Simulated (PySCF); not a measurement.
Compound: C₆H₁₁O₂ (doublet state).
Structure used (GFN2-xTB), in Å, numbered top down from 1:
```xyz
19
C6H11O2 angstrom
C     -2.526   -0.309    0.805
C     -1.347    0.120    0.002
C     -1.499    1.118   -0.988
O     -2.567    1.696   -1.217
O     -0.223   -0.544    0.298
C      1.027   -0.253   -0.326
C      1.910   -1.471   -0.081
C      1.643    1.011    0.272
H     -2.288   -0.300    1.868
H     -3.352    0.366    0.595
H     -2.817   -1.327    0.542
H     -0.606    1.378   -1.581
H      0.877   -0.123   -1.406
H      1.446   -2.360   -0.500
H      2.043   -1.620    0.988
H      2.881   -1.326   -0.545
H      1.806    0.871    1.338
H      2.596    1.218   -0.206
H      0.985    1.864    0.132
```

The hyperfine couplings belong to this conformer and change with its torsions.

As a line formula: `C[C](OC(C)C)C=O` [radical].

Level of theory: UKS B3LYP, pcH-1 on C H O, non-relativistic, mean-field spin-orbit, GIAO in PySCF. One conformer (not necessarily the lowest) at the GFN2-xTB geometry, without solvent, vibrations or thermal averaging. The geometry wasn't refined by DFT: couplings that depend on bond lengths, twists or pyramidal angles can differ widely from those at the functional's own minimum.

How many α and β electrons are there, and what is ⟨S²⟩ of the pure spin state?

63 electrons with 2S = 1: 32 α and 31 β; S(S+1) = 0.75.

Mulliken spin populations, one withheld:

| atom | bound to | population |
| --- | --- | --- |
| C1 | C2, H9, H10, H11 | -0.0445 |
| C2 | C1, C3, O5 | +0.5335 |
| C3 | C2, O4, H12 | -0.0192 |
| O4 | C3 | ? |
| O5 | C2, C6 | +0.1205 |
| C6 | O5, C7, C8, H13 | -0.0102 |
| C7 | C6, H14, H15, H16 | +0.0012 |
| C8 | C6, H17, H18, H19 | +0.0106 |
| H9 | C1 | +0.0197 |
| H10 | C1 | +0.0003 |
| H11 | C1 | +0.0264 |
| H12 | C3 | -0.0039 |
| H13 | C6 | +0.0080 |
| H14 | C7 | +0.0001 |
| H15 | C7 | -0.0003 |
| H16 | C7 | -0.0002 |
| H17 | C8 | -0.0004 |
| H18 | C8 | -0.0006 |
| H19 | C8 | +0.0002 |

What does O4 hold?

The populations add up to Nα − Nβ = 1, and the others sum to 0.6412, so O4 holds +0.359.

How is the spin shared among the elements?

Oxygen +0.48, carbon +0.47, hydrogen +0.05. The positive populations sum to 1.08, the negative ones to -0.08.

With ⟨S²⟩ = 0.7599, find the sum of squared α–β overlaps and estimate the admixture of higher spin.

For a single determinant ⟨S²⟩ = S(S+1) + Nβ − Σ|⟨iα|jβ⟩|², so the squared overlaps of occupied orbitals sum to 31 − 0.0099 = 30.9901. If the quartet state (S + 1) were the only admixture, its weight would be 0.0099/(2S + 2) = 0.33 %. For Kohn–Sham this describes the determinant of the orbitals, not the true wave function.

What Fermi-contact NMR shifts do the couplings of C1, C2, C3, C6, C7/C8, H9/H10/H11, H12 imply at 298 K (Curie law, g = gₑ)?

δ = a_FC·h·gₑ μB S(S+1)/(3 g_N μN kT), with k/h = 20836.6 MHz/K:

```
    nuclei  isotope  a_FC (MHz)     g_N  contact shift (ppm)
        C1      13C      -18.84  1.4048                -1985
        C2      13C       42.50  1.4048                +4479
        C3      13C      -30.14  1.4048                -3176
        C6      13C       -3.81  1.4048                 -401
     C7/C8      13C        0.88  1.4048                  +93
H9/H10/H11       1H       37.16  5.5857                 +985
       H12       1H       -6.35  5.5857                 -168
```

The sign follows the spin density at the nucleus: positive density means a positive shift. Entries for several nuclei are means.

Class means assume fast exchange of nuclei equivalent by connectivity; if that motion is slow, each nucleus keeps its own coupling. The three 1H nuclei of mean +37.2 MHz run from 2.8 to 63.4 MHz in the frozen geometry.

Examples of negative spin density at the nucleus (bohr⁻³): C3 (-0.0268), C1 (-0.0168) and C6 (-0.0034).

The SMILES `C[C](C=O)OC(C)C` draws the unpaired electron on C2, whose computed spin population is only +0.53.
